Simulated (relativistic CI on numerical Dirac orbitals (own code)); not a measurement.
Ge: calculation against measurement

Computed by Dirac-Coulomb-Breit CI, orbitals from a KLI potential per configuration, QED by a radiative potential, valence Slater integrals scaled by 0.85, P86 correlation energy added to each configuration (own radial code, finite nucleus).

Configuration list (outside the closed core [Ar] 3d10): 4s²4p², 4s²4p5s, 4s4p³, 4s²4p5p, 4s²4p4d, 4s²4p6s, 4s²4p6p, 4s²4p5d, 4s²4p4f, 4s²4p7s, 4s²4p7p, 4s²4p6d, 4s²4p5f, 4s²4p5g, 4s²4d², 4s²4p7d, 4p⁴. Levels of other configurations are missing.

| Configuration | Term (tabulated) | J | Measured (cm⁻¹) | Computed | Error | Purity (%) |
| --- | --- | --- | --- | --- | --- | --- |
| 4s²4p² | 3P | 0 | 0.0 | 0 | 0 | 98 |
| 4s²4p² | 3P | 1 | 557.1 | 519 | -38 | 99 |
| 4s²4p² | 3P | 2 | 1410.0 | 1311 | -99 | 98 |
| 4s²4p² | 1D | 2 | 7125.3 | 8045 | 919 | 98 |
| 4s²4p² | 1S | 0 | 16367.3 | 13710 | -2658 | 94 |
| 4s²4p5s | 3P° | 0 | 37451.7 | 39860 | 2408 | 100 |
| 4s²4p5s | 3P° | 1 | 37702.3 | 40135 | 2433 | 88 |
| 4s²4p5s | 3P° | 2 | 39117.9 | 41535 | 2417 | 100 |
| 4s²4p5s | 1P° | 1 | 40020.6 | 42649 | 2628 | 86 |
| 4s4p³ | 5S° | 2 | 41926.7 | 37234 | -4692 | 100 |
| 4s²4p5p | 3D | 2 | 46834.4 | 48934 | 2100 | 80 |
| 4s²4p5p | 3P | 0 | 47502.6 | 49463 | 1960 | 93 |
| 4s²4p5p | 3D | 3 | 48104.1 | 50247 | 2142 | 100 |
| 4s²4p4d | 1D° | 2 | 48480.0 | 50944 | 2464 | 58 |
| 4s²4p5p | 3P | 2 | 48726.1 | 50727 | 2001 | 79 |
| 4s²4p4d | 3D° | 2 | 48882.3 | 50459 | 1577 | 61 |
| 4s²4p4d | 3D° | 1 | 48962.8 | 50459 | 1496 | 71 |
| 4s²4p5p | 3S | 1 | 49075.9 | 51025 | 1949 | 73 |
| 4s²4p4d | 3D° | 3 | 49144.4 | 50816 | 1672 | 64 |
| 4s²4p5p | 1D | 2 | 49649.6 | 51591 | 1941 | 84 |
| 4s²4p4d | 3F° | 2 | 50069.0 | 52281 | 2212 | 63 |
| 4s²4p4d | 3F° | 3 | 50323.5 | 52407 | 2084 | 82 |
| 4s²4p4d | 3F° | 4 | 50786.8 | 53110 | 2324 | 98 |
| 4s²4p5p | 1S | 0 | 51011.4 | 52863 | 1852 | 86 |
| 4s²4p4d | 3P° | 2 | 51437.8 | 53288 | 1851 | 84 |
| 4s²4p4d | 3P° | 1 | 51705.0 | 53554 | 1849 | 86 |
| 4s²4p4d | 3P° | 0 | 51978.2 | 53801 | 1823 | 92 |
| 4s²4p4d | 1F° | 3 | 52592.2 | 54961 | 2369 | 85 |

Measured levels from NIST Handbook of Basic Atomic Spectroscopic Data (Sansonetti and Martin, J. Phys. Chem. Ref. Data 34, 1559 (2005)); pairs were made by configuration, J and term (by order where the table uses no LS term), so strongly mixed levels may be paired wrongly.

Mean error by configuration (cm⁻¹): 4s²4p² -469; 4s²4p5s 2472; 4s4p³ -4692; 4s²4p5p 1992; 4s²4p4d 1975. Over the excited levels the mean absolute error is 1998 cm⁻¹ (27 of the 31 excited levels that our extract of the source holds in range could be paired, and the others can miss by more), and the median relative error of those above 1,000 cm⁻¹ is 4.4 %.

Transition probabilities of persistent lines. The last column rescales the computed rate by the cube of measured over computed energy:

```csv
λ measured (Å),Lower,Upper,A tabulated (s⁻¹),A computed,A rescaled
1988.27 vacuum,4s²4p² ³P2,4s²4p4d ³P°1,4.10e+07,4.11e+07,3.66e+07
1998.89 vacuum,4s²4p² ³P2,4s²4p4d ³P°2,1.24e+08,8.04e+07,7.16e+07
2019.07 air,4s²4p² ³P1,4s²4p4d ³F°2,4.90e+07,6.68e+06,5.84e+06
2041.71 air,4s²4p² ³P0,4s²4p4d ³D°1,1.51e+08,1.09e+08,9.92e+07
2043.77 air,4s²4p² ³P2,4s²4p4d ³F°3,8.60e+07,1.42e+07,1.24e+07
2068.66 air,4s²4p² ³P1,4s²4p4d ³D°2,1.20e+08,1.33e+08,1.21e+08
2094.26 air,4s²4p² ³P2,4s²4p4d ³D°3,1.70e+08,1.52e+08,1.36e+08
2592.53 air,4s²4p² ³P1,4s²4p5s ³P°2,6.00e+07,7.19e+07,5.97e+07
2651.17 air,4s²4p² ³P2,4s²4p5s ³P°2,1.60e+08,2.07e+08,1.70e+08
2651.57 air,4s²4p² ³P0,4s²4p5s ³P°1,6.90e+07,8.43e+07,6.99e+07
2691.34 air,4s²4p² ³P1,4s²4p5s ³P°1,4.70e+07,6.02e+07,4.96e+07
2709.62 air,4s²4p² ³P1,4s²4p5s ³P°0,2.08e+08,2.69e+08,2.22e+08
2754.59 air,4s²4p² ³P2,4s²4p5s ³P°1,7.90e+07,1.09e+08,8.89e+07
3039.07 air,4s²4p² ¹D2,4s²4p5s ¹P°1,2.04e+08,2.73e+08,2.35e+08
3269.49 air,4s²4p² ¹D2,4s²4p5s ³P°1,1.70e+07,2.39e+07,2.07e+07
```
